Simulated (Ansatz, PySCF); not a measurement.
trifluoro(fluorosilyl)silane (F₄H₂Si₂), SMILES F[SiH2][Si](F)(F)F. Atoms are numbered in the order given.

```xyz
8

Si     0.6037    -1.4920     0.0000
F     -0.7619    -2.3795     0.0000
Si    -0.0167     0.7432     0.0000
F     -0.8821     1.1392     1.2969
F     -0.8821     1.1392    -1.2969
F      1.3042     1.6656     0.0000
H      1.3889    -1.7984     1.2225
H      1.3889    -1.7984    -1.2225
```

Coordinates come from a ωB97X-D3(BJ)/def2-SVP optimisation. Other conformers were not sampled.

Vertical ionisation energy (IE) and electron affinity (EA) in eV. Rows of orbital energies are one-electron estimates. Where ΔSCF, EOM or ADC give a negative EA the extra electron is unbound and the value depends on the basis.

| level | IE | EA |
|---|---|---|
| −ε(HOMO), −ε(LUMO), CAM-B3LYP/def2-TZVP (PySCF) | 10.92 | 0.38 |
| −ε(HOMO), −ε(LUMO), PBE/def2-TZVP (PySCF) | 8.11 | 2.30 |
| ΔSCF, PBE0/def2-SVPD (Ansatz), final states of multiplicity 2 and 2 | 11.90 | -0.30 |
| ΔSCF, PBE/def2-SVPD (Ansatz), final states of multiplicity 2 and 2 | 11.40 | -0.21 |

Task: What vertical singlet–triplet gap does ΔSCF give with PBE0/def2-SVPD (Ansatz, a first-principles code) and with PBE/def2-SVPD (Ansatz)? (The exact figures need the calculation; the answer reports its results.)

Result: 5.90 and 5.51 eV (triplet above singlet where positive).
